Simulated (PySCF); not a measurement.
Vibration and rotation of TbI

M06-2X constants of TbI, septet, about 8.0 electrons in the 4f shell (Mulliken), real f orbitals that mix terms (basis Tb x2c-SVPall, I x2c-SVPall; spin-free X2C with a Gaussian nucleus; PySCF 2.14; masses 158.9253 and 126.9045 u):

- ωe: 183.2 cm⁻¹
- ωexe: 0.293 cm⁻¹
- Be: 0.030272 cm⁻¹
- αe: 6.92e-05 cm⁻¹
- D (centrifugal): 3.31e-09 cm⁻¹
- De to Tb (4f9 6s2) + I: 4.01 eV

Question: Give the vibrational terms G(v) and spacings up to v = 6.

Answer: G(v) = ωe(v+½) − ωexe(v+½)².

```tsv
v	G(v) (cm⁻¹)	G(v) − G(v−1)	Bv (cm⁻¹)
0	91.5		0.03024
1	274.1	182.6	0.03017
2	456.2	182.0	0.03010
3	637.6	181.4	0.03003
4	818.5	180.9	0.02996
5	998.7	180.3	0.02989
6	1178.4	179.7	0.02982
```

Question: How well does the Morse estimate ωe²/(4ωexe) reproduce De, and what is D0?

Answer: It gives 3.55 eV, 89 % of the computed De. D0 = De − G(0) = 4.01 − 0.01 = 4.00 eV.

Spin–orbit coupling is left out, which matters for elements this heavy, above all for dissociation energies. With d or f electrons several states lie close, and the lowest PBE0 determinant need not be the measured ground state.
